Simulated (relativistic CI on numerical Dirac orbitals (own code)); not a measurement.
## Pt6+: 4d photoemission

Computed with this model: Dirac-Coulomb-Breit CI, separate exchange-only KLI orbitals for each configuration, model QED (radiative potential, 1s self-energy scaled to tabulated hydrogen-like ionisation energies), valence Slater integrals scaled by 0.7, multiplet model of photoemission in the sudden approximation; configurations [Xe] 4f14 5d4 → [Kr] 4d9 4f14 5s2 5p6 5d4; 80 K; Lorentzian 4.9 eV and Gaussian 0.6 eV FWHM. Energies are those of the free ion, without screening or charge transfer. The energies are binding energies and can lie tens of eV above those of solids. S is read from ⟨S²⟩ = S(S + 1).

Computed curve for free ion, scaled to 100 at the maximum (points under 2 are left out and the grid is thinned):

(Energy (eV), Intensity): (398.0, 2.1), (399.2, 2.4), (400.8, 2.8), (402.0, 3.3), (403.2, 3.8), (404.8, 4.9), (406.0, 5.9), (407.6, 8.0), (408.8, 10.4), (410.0, 14.0), (411.6, 22.4), (412.8, 34.1), (414.0, 54.4), (415.6, 92.8), (416.8, 96.8), (418.0, 71.4), (419.6, 40.9), (420.8, 28.1), (422.0, 21.0), (423.6, 16.0), (424.8, 13.7), (426.4, 12.4), (427.6, 12.8), (428.8, 14.8), (430.4, 21.3), (431.6, 31.4), (432.8, 48.3), (434.4, 66.0), (435.6, 54.4), (436.8, 36.0), (438.4, 20.1), (439.6, 13.8), (440.8, 9.9), (442.4, 6.9), (443.6, 5.4), (445.2, 4.1), (446.4, 3.4), (447.6, 2.9), (449.2, 2.4), (450.4, 2.1)

The ground state has S = 1.54, and the centroid lies at 423.50 eV.
